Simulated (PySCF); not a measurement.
Electronic structure of Nb⁺ (niobium, charge +1) at the UHF level

Configuration: [Kr] 4d3 5s1, high-spin 5F determinant (an excited configuration). All numbers are calculated (PySCF 2.14, the spin-free X2C one-electron Hamiltonian (Gaussian nucleus), in x2c-TZVPPall (8s6p6d2f1g, 79 functions)).

```
Total energy                        : -3817.013099 hartree
One-electron energy                 : -5256.6888 hartree
Hartree (Coulomb) energy            : 1557.3198 hartree
Exchange energy                     : -117.6442 hartree
⟨S²⟩                                : 6.0056
⟨L²⟩                                : 12.053
Sum of ⟨r⟩                          : 28.25 bohr
Sum of ⟨r²⟩                         : 44.51 bohr²
Langevin diamagnetic susceptibility : -35.3 ×10⁻⁶ cm³/mol
```

| shell | electrons | mean orbital energy (hartree) | spread (hartree) | rms radius, mean of both spins (bohr) |
| --- | --- | --- | --- | --- |
| 1s α | 1 | -701.78507 | 0 | 0.0415 |
| 1s β | 1 | -701.78441 | 0 | 0.0415 |
| 2s α | 1 | -101.18518 | 0 | 0.171 |
| 2s β | 1 | -101.16448 | 0 | 0.171 |
| 2p α | 3 | -90.18242 | 0 | 0.152 |
| 2p β | 3 | -90.16396 | 0 | 0.152 |
| 3s α | 1 | -18.35385 | 0 | 0.471 |
| 3s β | 1 | -18.34006 | 0 | 0.471 |
| 3p α | 3 | -14.64986 | 0 | 0.478 |
| 3p β | 3 | -14.63685 | 0 | 0.478 |
| 3d α | 5 | -8.59039 | 0.02950 | 0.473 |
| 3d β | 5 | -8.56069 | 0.00677 | 0.473 |
| 4s α | 1 | -3.08796 | 0 | 1.24 |
| 4s β | 1 | -2.94945 | 0 | 1.24 |
| 4p α | 3 | -2.02710 | 0 | 1.39 |
| 4p β | 3 | -1.84563 | 0 | 1.39 |
| 4d α | 3 | -0.64323 | 0 | 2.08 |
| 5s α | 1 | -0.48442 | 0 | 3.55 |

Densities and radii are taken from the X2C orbitals without a picture-change correction, which distorts them close to the nucleus.

Spin-orbit constants ζ (cm⁻¹) from the X2C one-electron operator on these orbitals: bare nucleus, nucleus screened by l(l+1)(2l+1)/3 electrons, and screened by the Breit-Pauli mean field of the electrons.

| shell | bare | screened nucleus | mean field |
| --- | --- | --- | --- |
| 2p | 522400 | 497000 | 485500 |
| 3p | 85690 | 81510 | 79310 |
| 3d | 11910 | 9007 | 8548 |
| 4p | 10560 | 10050 | 9741 |
| 4d | 744.2 | 562.7 | 512.3 |

To first order the Landé constant is A = 128.1 cm⁻¹, so the lowest level has J = 1 and lies 0.127 eV below the centre of the term. This holds in LS coupling only.
